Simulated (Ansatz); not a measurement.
A nudged elastic band was laid between two geometries of AlClH$_{4}$N$_{2}$ (8 atoms, charge 0, multiplicity 1).

The calculation used RKS r2SCANh/def2-SVP in Ansatz.

* movable images: 7
* climbing image: yes
* spring: 5.0 eV/Å²
* optimiser: quadratic models (default)
* start path: through a guess of the saddle point
* force threshold: 0.05 eV/Å
* iteration limit: 60
* end points: relaxed

First end point:

```xyz
8
Properties=species:S:1:pos:R:3
Al -0.303 0.282 0.262
N 0.919 1.074 -0.730
N -0.499 -1.466 0.367
H 0.059 -2.162 -0.111
Cl -1.607 1.497 1.387
H 1.601 0.616 -1.322
H 1.036 2.078 -0.786
H -1.205 -1.921 0.932
```

Last end point:

```xyz
8
Properties=species:S:1:pos:R:3
Al -0.771 0.104 0.537
N 0.823 0.447 -0.629
N -0.619 -1.571 0.594
H 1.081 -0.545 -0.714
Cl -1.577 2.028 0.922
H 0.656 0.830 -1.560
H 1.604 0.962 -0.223
H -1.197 -2.255 1.073
```

Q: What changes between the two ends?

A: Bonds broken: N3–H4. Bonds formed: N2–H4.

Q: Give the energies along the band, and the barrier.

A: The run converged. The highest image is number 7 of 0 to 8, 56.3 kcal/mol above the first end and 2.8 kcal/mol above the last; the last end lies 53.5 kcal/mol above the first. A vibrational analysis at the climbing image gives one clearly imaginary mode, 934i cm⁻¹: a first-order saddle point. The orbitals stay closed-shell, which can raise the energy where a bond breaks towards radicals; this wasn't checked here.

| image | path coordinate (Å) | energy (kcal/mol) | N3–H4 (Å) | N2–H4 (Å) |
| --- | --- | --- | --- | --- |
| 0 | 0.00 | 0.0 | 1.01 | 3.41 |
| 1 | 0.51 | 0.8 | 1.01 | 3.35 |
| 2 | 1.03 | 3.0 | 1.01 | 3.26 |
| 3 | 1.54 | 5.3 | 1.01 | 3.10 |
| 4 | 2.05 | 8.7 | 1.02 | 2.78 |
| 5 | 2.57 | 15.9 | 1.02 | 2.32 |
| 6 | 3.08 | 33.9 | 1.09 | 1.74 |
| 7 | 3.59 | 56.3 | 1.51 | 1.19 |
| 8 | 4.51 | 53.5 | 2.38 | 1.03 |

Q: What is the geometry of the highest image?

A: 
```xyz
8
Properties=species:S:1:pos:R:3
Al -0.767 0.309 0.513
N 0.809 0.452 -0.619
N -0.459 -1.361 0.463
H 0.616 -0.693 -0.367
Cl -1.813 2.039 1.082
H 0.741 0.680 -1.609
H 1.693 0.815 -0.269
H -0.820 -2.240 0.806
```

Q: What are the harmonic wavenumbers there?

A: 934i, 159, 180, 385, 390, 554, 565, 654, 709, 793, 883, 1024, 1487, 1529, 1960, 3553, 3643, 3695 cm⁻¹.

The band took 17 iterations and of the order of 5 core-minutes.

Time of the run: 2.5 min on 2 threads of Intel(R) Xeon(R) 6975P-C (Granite Rapids), with other jobs on the host, peak memory 0.23 GiB.
